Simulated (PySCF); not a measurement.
## Relaxation of triplet NiS₂

Level of theory: UPBE0/[Ni def2-SVP, S def2-SVP], no relativity, density fitting, PySCF. A (50,194) grid was used.

A hand-made side-on start, of C2v symmetry, held to at least that symmetry:

```xyz
3
charge 0 multiplicity 3, angstrom
Ni    0.0000    0.0000   -1.0119
S     1.0000    0.0000    0.9168
S    -1.0000    0.0000    0.9168
```

(1) What forces act on the atoms at the start (eV/Å)?

(2) What does it relax to?

(3) How much energy is released, and in how many steps?

Answers

(1) 
| atom | Fx | Fy | Fz |
| --- | --- | --- | --- |
| Ni1 | 0.00 | 0.00 | 0.61 |
| S2 | 1.58 | 0.00 | -0.30 |
| S3 | -1.58 | 0.00 | -0.30 |

(2) It ends at C2v with Ni–S 2.118 Å (×2), S–S 2.122 Å; Ni–S–S 59.9° (×2), S–Ni–S 60.1°. A frequency run shows a minimum. Other isomers or separated fragments may lie lower.

(3) 11.4 kJ/mol in 5 steps.

With open d or f shells other occupations or spin states may lie lower.
